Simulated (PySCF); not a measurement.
In(H)(Me)(NH2) (CH₆InN), SMILES [CH3][InH][NH2]. Atoms are numbered in the order given.

```xyz
9

In     0.2908     0.0295     0.0000
H      1.9855     0.3840     0.0000
C     -0.7627    -1.8732     0.0000
H     -0.4885    -2.4563     0.8919
H     -1.8490    -1.7041     0.0000
H     -0.4885    -2.4563    -0.8919
N     -0.9055     1.6772     0.0000
H     -1.9207     1.6503     0.0000
H     -0.5707     2.6358     0.0000
```
Charge 0, spin multiplicity 1.

Geometry: B3LYP-D3(BJ)/def2-SVP. The def2 effective core potentials stand for the cores of In; spin–orbit coupling is left out. The values are those of a single conformer.

These are ωB97X/def2-TZVPD in PySCF values and carry that method's errors.

Symmetry labels are those of the subgroup Cs that the program uses (full group Cs).

Computed valence orbital energies around the gap with their symmetry:
```tsv
orbital	symmetry	energy (eV)
HOMO−7	A'	-21.52
HOMO−6	A'	-15.25
HOMO−5	A'	-14.39
HOMO−4	A'	-13.66
HOMO−3	A"	-13.61
HOMO−2	A'	-11.10
HOMO−1	A'	-10.02
HOMO	A"	-9.21
LUMO	A"	0.85
LUMO+1	A'	1.11
LUMO+2	A'	1.92
LUMO+3	A'	2.06
```
